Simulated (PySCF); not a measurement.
Spectrum to structure. The calculation used TDDFT CAM-B3LYP/def2-SVPD, vertical, gas phase, core orbitals frozen in the response in PySCF 2.14.0, density-fitted response routines. Geometries: GFN2-xTB, one conformer each.

```
state  E (eV)  λ (nm)       f
   S1    5.70   217.4  0.0054
   S2    6.58   188.5   0.035
   S3    6.73   184.1   0.025
   S4    7.03   176.3   0.030
   S5    7.27   170.7  0.0050
   S6    7.62   162.6   0.018
   S7    7.69   161.1   0.019
   S8    7.87   157.5   0.017
```

Orbital energies (eV): HOMO-3 -10.40, HOMO-2 -9.53, HOMO-1 -9.35, HOMO -8.64, LUMO 0.46, LUMO+1 1.28, LUMO+2 1.67.

Task: Which structure fits? All have the formula C2H11NOSi2.
A. `[SiH2](N)CC[SiH2]O`
B. `CCO[SiH2][SiH2]N`
C. `CCO[SiH2]N[SiH3]`

Result: B. Its S1, at 5.70 eV, is the lowest among the candidates; the nearest of the others has S1 at 6.30 eV. S1 is HOMO→LUMO (94%). Löwdin shares by element: HOMO nitrogen 54%, hydrogen 16% or more, silicon 16% or more; LUMO silicon 46%, nitrogen 8%, hydrogen 7% or more (atoms not listed hold the other 39%). At the same level the other candidates give, for their lowest levels:
- `CCO[SiH2]N[SiH3]`: 6.30 eV (f 0.006); 6.74 eV (f 0.008); 7.43 eV (f 0.001); 7.48 eV (f 0.001); 7.58 eV (f 0.028); T1 6.00 eV; HOMO -8.59, LUMO 1.08 eV
- `N[SiH2]CC[SiH2]O`: 6.81 eV (f 0.019); 7.30 eV (f 0.000); 7.62 eV (f 0.003); 7.83 eV (f 0.025); 7.91 eV (f 0.015); T1 6.47 eV; HOMO -9.17, LUMO 0.77 eV

Conformer computed: `[CH3:1][CH2:2][O:3][SiH2:4][SiH2:5][NH2:6]`: C1–C2–O3–Si4 75°, C2–O3–Si4–Si5 177°, O3–Si4–Si5–N6 -179°, H–N6–Si5–Si4 -175°, H–N6–Si5–Si4 48°.
Triplets come from the Tamm–Dancoff approximation.

Without π bonds the low states are Rydberg-like; a valence basis with one diffuse set may place them up to an eV too high.
